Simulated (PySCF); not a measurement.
(Cl)3Hf-O-SiH3 (singlet state).
Bonds: Hf1–Cl2, Hf1–Cl3, Hf1–Cl4, Hf1–O5, O5–Si6. Hydrogens: H7, H8, H9 on Si6.

Computed, not measured: PySCF 2.14.0, PBE0-D3(BJ)/def2-SVP geometry optimisation, gas phase, def2 core potentials past Kr.

Q: How far are the bound atoms from Hf1?

A: 4 atoms: O5 1.906 Å, Cl2 2.336 Å, Cl4 2.340 Å, Cl3 2.343 Å. The nearest atom not counted as bound is Si6, at 3.58 Å.

Q: List the angles at Hf1.

A: 
| angle | degrees | distance of the outer atoms (Å) |
| --- | --- | --- |
| Cl3–Hf1–Cl4 | 111.7 | 3.87 |
| Cl3–Hf1–O5 | 110.4 | 3.50 |
| Cl2–Hf1–Cl4 | 109.2 | 3.81 |
| Cl2–Hf1–Cl3 | 108.8 | 3.81 |
| Cl2–Hf1–O5 | 108.7 | 3.46 |
| Cl4–Hf1–O5 | 108.1 | 3.45 |

Q: What is the shape at Hf1?

A: Tetrahedral: angles from 108.1° to 111.7°; τ4 = (360° − α − β)/141° = 0.98 with α and β the two widest (0 for a square, 1 for a tetrahedron).

Q: What are the other bond lengths?

A: O5–Si6 1.679 Å; Si6–H7, Si6–H8, Si6–H9 1.490 Å.

Q: Give some angles away from the centre.

A: Hf1–O5–Si6 175.7°.

Point group: near C3, missed by 0.21 Å at most; the miss may be what the optimiser left on a soft mode. Charge 0, singlet. No frequency check.
